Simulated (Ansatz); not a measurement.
Cost and result for the atomization energy of `[SiH3]BO[SiH3]` (11 atoms, 10 bonds).

```xyz
11

Si   -1.899   -1.251   -0.371
B    -0.386    0.100   -0.459
O     0.604    0.083    0.457
Si    1.954    1.031    0.658
H    -1.780   -2.208    0.763
H    -1.951   -2.030   -1.642
H    -3.203   -0.536   -0.248
H    -0.354    0.937   -1.331
H     1.869    1.660    1.996
H     2.006    2.067   -0.404
H     3.141    0.148    0.583
```

Total charge 0; spin multiplicity 1. The structure was optimised at the PBE0-D4/def2-TZVP level. It is one conformer, not always the lowest. Program: Ansatz. All runs use 2 threads of an Arm Neoverse V2 on a shared host. Times are those of one run each, without the atoms' runs, and a repeat can differ threefold. Electronic energies, without spin–orbit coupling; frozen cores. CCSD(T)/CBS adds CCSD(T) − MP2 in def2-TZVPP to the MP2 limit, and its time is that of the two runs behind it. T1 = 0.014. B3LYP takes the VWN-RPA correlation (the form of Gaussian; ORCA's B3LYP/G). HSE06 is the plane-wave form, built on full-range PBE exchange.

CCSD(T)/CBS is a level of theory with its own doubt, some kJ/mol a heavy atom from the limit and from the frozen cores, so smaller differences don't rank the functionals.

```json
{"level": "LDA (SPW92)/def2-TZVPP", "functions": "244", "wall time": "1.9 s"}
{"level": "BLYP-D4/def2-TZVPP", "functions": "244", "wall time": "2.9 s"}
{"level": "PBE-D4/def2-TZVPP (with forces)", "functions": "244", "wall time": "3.6 s"}
{"level": "CCSD(T)/def2-SVP", "functions": "99", "wall time": "4.4 s"}
{"level": "HSE06-D4/def2-TZVPP", "functions": "244", "wall time": "4.8 s"}
{"level": "r2SCAN-D4/def2-TZVPP (with forces)", "functions": "244", "wall time": "7 s"}
{"level": "B3LYP-D4/def2-TZVPP (with forces)", "functions": "244", "wall time": "7 s"}
{"level": "r2SCANh-D4/def2-TZVPP", "functions": "244", "wall time": "7.5 s"}
{"level": "PBE-QIDH/def2-TZVPP", "functions": "244", "wall time": "8.5 s"}
{"level": "B97M-V/def2-TZVPP", "functions": "244", "wall time": "14 s"}
{"level": "MP2/def2-QZVPP", "functions": "464", "wall time": "32 s"}
{"level": "CCSD(T)/def2-TZVPP", "functions": "244", "wall time": "9.7 min"}
{"level": "CCSD(T)/CBS(def2)", "functions": "–", "wall time": "10 min"}
```

Question: What atomization energy does each give, and how far from CCSD(T)/CBS? (Estimate.)

Answer: Computed: 
```
                             level  atomization (kcal/mol)  difference from CCSD(T)/CBS  per bond
            LDA (SPW92)/def2-TZVPP                   964.7                         94.1       9.4
                BLYP-D4/def2-TZVPP                   864.0                         -6.6      -0.7
   PBE-D4/def2-TZVPP (with forces)                   865.0                         -5.6      -0.6
                  CCSD(T)/def2-SVP                   818.8                        -51.8      -5.2
               HSE06-D4/def2-TZVPP                   859.8                        -10.8      -1.1
r2SCAN-D4/def2-TZVPP (with forces)                   871.2                          0.6       0.1
 B3LYP-D4/def2-TZVPP (with forces)                   871.5                          0.9       0.1
             r2SCANh-D4/def2-TZVPP                   867.6                         -3.0      -0.3
               PBE-QIDH/def2-TZVPP                   859.3                        -11.3      -1.1
                 B97M-V/def2-TZVPP                   874.5                          3.9       0.4
                    MP2/def2-QZVPP                   865.2                         -5.4      -0.5
                CCSD(T)/def2-TZVPP                   849.8                        -20.8      -2.1
                 CCSD(T)/CBS(def2)                   870.6                          0.0       0.0
```

In def2-TZVPP, CCSD(T) changes the Hartree–Fock value by +178.6 kcal/mol (the triples alone add +8.0 kcal/mol) and MP2 by +181.5 kcal/mol; breaking electron pairs costs correlation energy, which Hartree–Fock lacks. From r2SCAN to r2SCAN0 (25 % exact exchange), in def2-TZVPP and without D4, the atomization energy moves by −8.8 kcal/mol: exact exchange takes away binding that semilocal exchange gives to molecules. At CCSD(T), def2-SVP lies −51.8 kcal/mol from the extrapolated value and def2-TZVPP −20.8 kcal/mol: correlation converges slowly with the basis, and small sets miss more of it in the bonded molecule than in its fragments.
